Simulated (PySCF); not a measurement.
Species: C4H2F5O (charge +1).
Bonds: O1–C2 (triple), C2–C3, C3–C4, C4–F5, C4–F6, C4–C7, C7–F8, C7–F9, C7–F10. Hydrogens: H11, H12 on C3.

The same species was optimised twice, with GFN2-xTB and with PBE0-D3(BJ)/def2-SVP (PySCF), and the same property calculations (PySCF, gas phase) were run on both structures.

```tsv
coordinate	GFN2-xTB	PBE0-D3(BJ)/def2-SVP	change
C2–C3 (Å)	1.391	1.427	+0.036
C4–C7 (Å)	1.575	1.549	-0.026
C3–C4 (Å)	1.587	1.566	-0.021
C4–F6 (Å)	1.326	1.317	-0.009
C7–F8 (Å)	1.326	1.319	-0.007
O1≡C2 (Å)	1.111	1.115	+0.004
C7–F9 (Å)	1.302	1.300	-0.002
C4–F5 (Å)	1.332	1.330	-0.002
C7–F10 (Å)	1.346	1.345	-0.001
F5–C4–F6 (°)	108.6	110.6	+2.0
C2–C3–C4 (°)	114.6	112.7	-1.9
C4–C7–F9 (°)	112.9	111.5	-1.4
F8–C7–F10 (°)	107.1	108.5	+1.4
C3–C4–F5 (°)	109.2	108.3	-0.9
C3–C4–F6 (°)	107.9	107.2	-0.7
F5–C4–C7 (°)	110.2	109.5	-0.7
C4–C7–F10 (°)	106.7	106.1	-0.6
C2–C3–C4–F5 (°)	-62	-51	+11
C3–C4–C7–F8 (°)	64	64	0
```

Rotational constants: A = 1822, B = 1195, C = 983.2 MHz (GFN2-xTB) against A = 1900, B = 1167, C = 987.9 MHz (PBE0-D3(BJ)/def2-SVP). Point groups within 0.08 Å: C1 and C1.

On the GFN2-xTB structure: lowest singlet, TDDFT (eV) 5.97 [PBE0/def2-SVPD]; isotropic polarisability (au) 50.1 [PBE0/def2-SVPD]; HOMO (eV) -15.74 [PBE0/def2-SVPD]; LUMO (eV) -8.66 [PBE0/def2-SVPD].

Q: What do these properties become on the PBE0-D3(BJ)/def2-SVP structure?

A: 
```
                                    property           level  on GFN2-xTB  on PBE0-D3(BJ)/def2-SVP  change
                  lowest singlet, TDDFT (eV)  PBE0/def2-SVPD         5.97                     5.96   -0.01
               isotropic polarisability (au)  PBE0/def2-SVPD         50.1                     49.5    -0.6
                                   HOMO (eV)  PBE0/def2-SVPD       -15.74                   -15.73   +0.01
                                   LUMO (eV)  PBE0/def2-SVPD        -8.66                    -8.65   +0.01
energy, GFN2-xTB geometry as zero (kcal/mol)  PBE0/def2-SVPD          0.0                     -1.7    -1.7
```

The heavy atoms differ by 0.095 Å rms after alignment. Among bonds between heavy atoms C2–C3 changes most (+0.036 Å). Changes are differences of the printed values. Neither structure is proved a minimum here. The structure is a single PBE0-D3(BJ)/def2-SVP conformer in the gas phase; no vibrational or solvent corrections.

The values belong to the conformer `[O+:1]#[C:2][CH2:3][C:4]([F:5])([F:6])[C:7]([F:8])([F:9])[F:10]`: C2–C3–C4–F5 -51°, C3–C4–C7–F8 64°.
